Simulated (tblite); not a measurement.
Task: Write a Z-matrix for `C=C/C([O-])=C\[S@](C)=O` as optimised with GFN2-xTB. (Charge -1.)

Result: 
Z-matrix in Å and degrees, rows numbered from 1:
```
C 
C   1  1.3251
C   2  1.4946  1  122.34
O   3  1.2559  2  119.83  1    -8.15
C   3  1.3829  2  115.56  1   170.44
S   5  1.7431  3  124.02  2     1.47
C   6  1.8937  5   99.22  3   -88.54
O   6  1.4870  5  106.75  3   164.62
H   1  1.0817  2  123.42  3   179.84
H   1  1.0786  2  119.48  3    -0.02
H   2  1.0833  1  121.09  3   179.93
H   5  1.0783  3  121.49  2   179.67
H   7  1.0841  6  108.14  5   -55.86
H   7  1.0843  6  107.36  5    63.70
H   7  1.0861  6  108.86  5  -176.03
```

C5 (carbon bonded to C, S and H) is planar (angles 124.0°, 121.5° and 114.5°, sum 360.0°, 0.01 Å off the plane of its three neighbours). C3 (vinylic carbon bearing oxygen) is planar (angles 124.6°, 119.8° and 115.6°, sum 360.0°, 0.01 Å off the plane of its three neighbours). The 3 C–C bonds span 1.325 Å (C1=C2, drawn double) to 1.495 Å (C2–C3, drawn single), a spread of 0.170 Å. The 2 C–S bonds span 1.743 Å (C5–S6, drawn single) to 1.894 Å (S6–C7, drawn single), a spread of 0.151 Å.

Structure optimised with GFN2-xTB, isolated species.

Point group: C1 (no symmetry element, even within 0.4 Å). Its GFN2-xTB frequencies are all real (lowest 41 cm⁻¹). Torsions: C1–C2–C3–O4 -8°, C3–C5–S6–C7 -89°.

One conformer stands for the species.

All values are computed, not measured.
